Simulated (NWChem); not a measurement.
The numbers come from NWChem runs, not from measurements. System: F2Mg, charge 0, spin multiplicity 1, at a geometry optimised with PBE/def2-SVP. The structure started from a generated list of species. Level: MP2/3-21G, 7 core orbitals frozen.

The NWChem input:

```
start mol
memory heap 200 mb stack 900 mb global 1100 mb
geometry units angstroms nocenter noautoz
  Mg     0.000000     0.000000     0.000000
  F      0.000000     0.000000     1.768196
  F      0.000000     0.000000    -1.768196
  symmetry group D2h
end
basis spherical
  * library 3-21g
end
scf
  rhf
  nopen 0
  maxiter 100
  thresh 1e-7
  semidirect memsize 60000000 filesize 0
end
mp2
  freeze core 7
end
task mp2 energy
```

Part of the output:

```
             Northwest Computational Chemistry Package (NWChem) 7.3.0
             --------------------------------------------------------

                                NWChem Input Module
                                -------------------

 Scaling coordinates for geometry "geometry" by  1.889725989
 (inverse scale =  0.529177249)

 Turning off AUTOSYM since
 SYMMETRY directive was detected!

                             Geometry "geometry" -> ""
                             -------------------------

 Output coordinates in angstroms (scale by  1.889725989 to convert to a.u.)

  No.       Tag          Charge          X              Y              Z
 ---- ---------------- ---------- -------------- -------------- --------------
    1 Mg                  12.0000     0.00000000     0.00000000     0.00000000
    2 F                    9.0000     0.00000000     0.00000000     1.76819600
    3 F                    9.0000     0.00000000     0.00000000    -1.76819600

 Effective nuclear repulsion energy (a.u.)      76.7640942341

            Nuclear Dipole moment (a.u.)
            ----------------------------
        X                 Y               Z
 ---------------- ---------------- ----------------
     0.0000000000     0.0000000000     0.0000000000

      Symmetry information
      --------------------

 Group name             D2h
 Group number             26
 Group order               8
 No. of unique centers     2

      Symmetry unique atoms

     1    2


 Summary of "ao basis" -> "" (spherical)
 ------------------------------------------------------------------------------
       Tag                 Description            Shells   Functions and Types
 ---------------- ------------------------------  ------  ---------------------
 *                           3-21g                    on all atoms

 Summary of "ao basis" -> "ao basis" (spherical)
 ------------------------------------------------------------------------------
       Tag                 Description            Shells   Functions and Types
 ---------------- ------------------------------  ------  ---------------------
[...]
     1   1 0 0     -0.000000      0.000000      0.000000
     1   0 1 0      0.000000      0.000000      0.000000
     1   0 0 1      0.000000      0.000000      0.000000

     2   2 0 0    -10.775245      0.000000      0.000000
     2   1 1 0     -0.000000      0.000000      0.000000
     2   1 0 1     -0.000000      0.000000      0.000000
     2   0 2 0    -10.775245      0.000000      0.000000
     2   0 1 1      0.000000      0.000000      0.000000
     2   0 0 2    -26.834805      0.000000    200.969885

                   NWChem MP2 Semi-direct Energy/Gradient Module
                   ---------------------------------------------

  Basis functions       =     31
  Molecular orbitals    =     31
  Frozen core           =      7
  Frozen virtuals       =      0
  Active alpha occupied =      8
  Active beta occupied  =      8
  Active alpha virtual  =     16
  Active beta virtual   =     16
  Use MO symmetry       = T
  Use skeleton AO sym   = T

  AO/Fock/Back tols     =   1.0D-09  1.0D-09  1.0D-09

 GA uses MA = F    GA memory limited = T

 Available:
  local mem=  1.26D+08
 global mem=  1.44D+08
 local disk=  0.00D+00
  mp2_memr nvloc                    16
  nvloc new                    16
   1 passes of   8:        2097152                       3135                    204932.
   1 passes of   8: M    126155018           G      144177278           F     124057866.

 Semi-direct pass number   1 of   1  for RHF alpha+beta  at        0.1s
  vrange nnbf                   467
  mp2_eaftype                    10  avail_ma_in_mb                  1099
 EAF : mp2_eaftype filesize          10     102466.
  mp2_eaf for mointskh                     10
Node 0 wrote      0.5 Mb in      0.0 s     Agg I/O rate:  2564.8 Mb/s
 Done moints_semi at        0.1s
  mp2_eaftype                    10  avail_ma_in_mb                  1089
 EAF : mp2_eaftype filesize          10     102466.
  mp2_eaf for kh                    10
 Done maket at        0.1s
 Done multipass loop at        0.1s

          -------------------------------------------
          SCF energy                -396.387617310425
          Correlation energy          -0.255238412426
          Singlet pairs               -0.151212898483
          Triplet pairs               -0.104025513943
          Total MP2 energy          -396.642855722851
          -------------------------------------------

          ---------------------------------------------------
                    Spin Component Scaled (SCS) MP2
          Same spin pairs                     -0.069350342629
          Same spin scaling factor             0.333333333333
          Opposite spin pairs                 -0.185888069797
          Opposite spin scaling fact.          1.200000000000
          SCS-MP2 correlation energy          -0.246182464633
          Total SCS-MP2 energy              -396.633799775058
          ---------------------------------------------------

 -----------------------
 Performance information
 -----------------------

 Timer overhead =  9.51D-08 seconds/call

               Nr. of calls         CPU time (s)                 Wall time (s)                GFlops
             ---------------    -------------------     ------------------------------   -------------------
Name         Min   Avg   Max    Min     Avg     Max     Min     Avg     Max   Mx/calls   Min     Max     Sum
mp2: moin     1     1     1   3.43E-2 3.43E-2 3.43E-2  3.43E-2 3.43E-2 3.43E-2 3.43E-2   0.0     0.0     0.0
mp2: make     1     1     1   2.79E-3 2.79E-3 2.79E-3  2.79E-3 2.79E-3 2.79E-3 2.79E-3   0.0     0.0     0.0
mp2: tota     1     1     1   4.22E-2 4.22E-2 4.22E-2  4.22E-2 4.22E-2 4.22E-2 4.22E-2   0.0     0.0     0.0

 The average no. of pstat calls per process was 3.00D+00
 with a timing overhead of 2.85D-07s

 Task  times  cpu:        0.1s     wall:        0.1s

 Total times  cpu:        0.1s     wall:        0.1s
```
